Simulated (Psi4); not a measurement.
Nuclear repulsion and electron count by hand

System: HFSi, charge +1, doublet, at a GFN2-xTB geometry (a state made from the parent by changing its charge; the spin is typed, not shown lowest). Level: PBE0/aug-cc-pVDZ (Psi4 1.11). Sums are taken with unrounded values, so a last digit can differ.

Coordinates (Å):

```
atom         x         y         z
----  --------  --------  --------
Si1   -0.27092  -0.35673   0.33708
H2    -1.03666  -1.36505  -0.39613
F3     0.53661   0.70658  -0.48034
```

Task: Work out the nuclear repulsion energy and the numbers of alpha and beta electrons.

Result: In atomic units each pair adds Z_i Z_j / r_ij, with r in bohr (1 bohr = 0.529177 Å).
| pair | r (Å) | r (bohr) | Z_i Z_j | term (Eh) |
|---|---|---|---|---|
| Si1-H2 | 1.4631 | 2.7649 | 14 | 5.0635 |
| Si1-F3 | 1.5655 | 2.9584 | 126 | 42.5901 |
| H2-F3 | 2.6027 | 4.9183 | 9 | 1.8299 |
The sum is 49.4835 Eh; Psi4 gives 49.4835 Eh. The atomic numbers add up to 24, so at charge +1 there are 23 electrons; multiplicity 2 means 1 unpaired, so 12 alpha and 11 beta.
